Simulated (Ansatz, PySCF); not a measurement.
C2H6AlSi, SMILES `C=[CH][Al-][SiH3]` (lower singlet; C–C–Al–Si torsion 126°) (charge -1, multiplicity 1). This singlet lies 0.70 eV below the relaxed triplet at the level B3LYP-D3(BJ)/def2-TZVPD (PySCF).

Level of theory: r2SCAN/aug-cc-pVTZ // B3LYP-D3(BJ)/def2-TZVPD (Ansatz, a first-principles code).

Ansatz 0.2 input:
```yaml
crystal:
  periodic: [false, false, false]
  atoms:
    - { symbol: C, position_ang: [2.299612, 0.133524, 0.228003] }
    - { symbol: C, position_ang: [1.121326, -0.342533, -0.201966] }
    - { symbol: Al, position_ang: [-0.030257, -1.682718, 0.805947] }
    - { symbol: Si, position_ang: [-2.066355, -0.051487, 0.658695] }
    - { symbol: H, position_ang: [2.745897, -0.211536, 1.161146] }
    - { symbol: H, position_ang: [2.879216, 0.892067, -0.301103] }
    - { symbol: H, position_ang: [0.78171, 0.073568, -1.158589] }
    - { symbol: H, position_ang: [-1.967334, 1.073458, 1.665941] }
    - { symbol: H, position_ang: [-2.316842, 0.707097, -0.629026] }
    - { symbol: H, position_ang: [-3.446962, -0.591432, 0.955913] }
basis:
  gaussian: { orbitals: aug-cc-pVTZ }
hamiltonian:
  xc: r2scan
total_charge: -1
```

Output:

```
Functional definition: r2SCAN
1464 factors; their error is unknown
mean field evaluation 1: about -16636.9858 eV, gradient 5.1e1 eV
mean field evaluation 2: about -16590.8107 eV, gradient 1.1e2 eV
mean field evaluation 4: about -16643.4137 eV, gradient 1.3e1 eV
mean field evaluation 8: about -16644.0637 eV, gradient 1.9e-1 eV
mean field evaluation 16: about -16644.0369 eV, gradient 6.4e-4 eV
mean field -16644.03688432 eV, -611.6570737653 hartree, gradient 1.5e-5 eV, S^2 0.000000; 0 other end points of the search recorded, 0 dependent functions left out
reference -16644.03691694 eV, -611.6570749640 hartree; 23, 23 occupied and 307, 307 virtual orbitals, 1464 factors
Total energy: -16644.03691694 eV, -611.6570749640 hartree
```
